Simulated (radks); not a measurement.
Excited configurations of V+: one electron is placed in a higher orbital outside [Ar] 3d3. The ground configuration is [Ar] 3d4. All-electron calculation, non-relativistic Kohn-Sham, PBE, spin-unpolarised, spherical densities, point nucleus. Program: a radial shooting solver on a logarithmic mesh with Libxc functionals. Excitation = E - E(ground); binding = E(ion) - E, where the ion is the core of charge +2; n* = 2/sqrt(2 binding) in atomic units, and the quantum defect is n - n*.

| outer orbital | excitation (eV) | binding (eV) | n* | quantum defect |
|---|---|---|---|---|
| 4s | 0.754 | 14.173 | 1.960 | 2.040 |
| 4p | 4.763 | 10.164 | 2.314 | 1.686 |
| 4d | 9.296 | 5.631 | 3.109 | 0.891 |
| 5s | 8.638 | 6.289 | 2.942 | 2.058 |
| 5d | 11.532 | 3.395 | 4.004 | 0.996 |
| 5f | 12.583 | 2.343 | 4.819 | 0.181 |
| 6s | 11.324 | 3.603 | 3.887 | 2.113 |
| 6p | 11.861 | 3.065 | 4.213 | 1.787 |
| 6f | 13.254 | 1.672 | 5.705 | 0.295 |
| 7s | 12.581 | 2.346 | 4.816 | 2.184 |
| 7p | 12.871 | 2.056 | 5.145 | 1.855 |
| 7d | 13.329 | 1.598 | 5.836 | 1.164 |

The Delta-SCF ionisation energy is 14.927 eV (NIST Atomic Spectra Database: 14.63 eV, measured). Self-interaction in the functional shifts the binding energies and quantum defects, so they are the method's values and not measured ones. Spin polarisation and multiplet splitting are left out, so open shells lie too high by an amount that depends on their filling.

Beside tabulated values, note that spin-unpolarised runs miss the spin-polarisation part of the exchange energy of open shells.
